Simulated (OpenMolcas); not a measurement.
Tb3+ among 6 point charges of -1 e arranged as a tetragonal octahedron (D4h). The axial distance is 0.99 times the equatorial one, R.

```yaml
Program: OpenMolcas 26.06
Method: CASSCF
Basis: ANO-RCC-VDZP [7s6p4d2f1g]
Scalar_Hamiltonian: DKH2, point nucleus
Active_space: 8 electrons in 7 orbitals (4f)
State_averaging: 2S+1 = 7 even, 7 roots; 2S+1 = 5 even, 62 roots kept (CI in the orbitals of an earlier block); 2S+1 = 3 even, 2 roots kept (CI in the orbitals of an earlier block, 0 in the spin-orbit step)
Spin-orbit_coupling: state interaction with AMFI integrals over the reference wave functions
```

All point charges move together. At R = 2.24 Å the width of the lowest J multiplet is 288 cm-1, and at R = 2.37 Å it is 219 cm-1.

A third run gives 119 cm-1. What distance was it run at?

With a power law R^-n the two known points give n = -ln(219 / 288) / ln(2.37 / 2.24) = 4.85. Then R = 2.24 × (288 / 119)^(1/4.85) = 2.688 Å. The run was at 2.69 Å, so the estimate is off by -0.002 Å.

High states are left out of the spin-orbit mixing, which shifts the levels that they would mix with. This is an electrostatic model: the charges have no orbitals. A group larger than the point group allows holds several states that coincide in this model. No measured value stands beside these numbers.
